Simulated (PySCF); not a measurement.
# The electron affinity along the alkaline earths

All values are computed (PySCF 2.14, energy differences of UHF-based or UKS calculations, no spin-orbit coupling). Values in eV. The last column holds reference values (measured affinities from photodetachment; the arrow runs from anion to atom). Unmarked ones compare directly (S terms, centres of terms, or small fine structure); those marked * lie between the lowest fine-structure levels and include a spin-orbit shift.

```csv
element,configurations,UHF,PBE,MP2 (valence),CCSD (valence),SCS-MP2 (valence and next inner shell),CCSD(T) (valence and next inner shell),reference
"Ca (x2c-TZVPPall with one added diffuse shell each of s, p, d type, spin-free X2C)",[Ar] 4s2 4p1 → [Ar] 4s2,-0.211,0.074,-0.128,-0.032,-0.207,-0.057,0.025 *
"Sr (x2c-TZVPPall with one added diffuse shell each of s, p, d, f type, spin-free X2C)",[Kr] 5s2 5p1 → [Kr] 5s2,-0.167,0.079,-0.083,0.027,-0.173,-0.003,0.052 *
"Ba (x2c-TZVPPall with one added diffuse shell each of s, p, d type, spin-free X2C)",[Xe] 6s2 6p1 → [Xe] 6s2,-0.058,0.144,-0.040,0.113,-0.146,0.068,0.145 *
```

The highest occupied level of the anion is positive for Ca⁻ at UHF, PBE; Sr⁻ at PBE; Ba⁻ at PBE, so there the basis helps to hold the electron.

"Valence" correlates the outer s and p shells and, in groups 3 to 12 and the f block, the outer d or f shell, open or full, or the next shell where the ion has no valence electron left; the wider scheme adds the next inner shell.
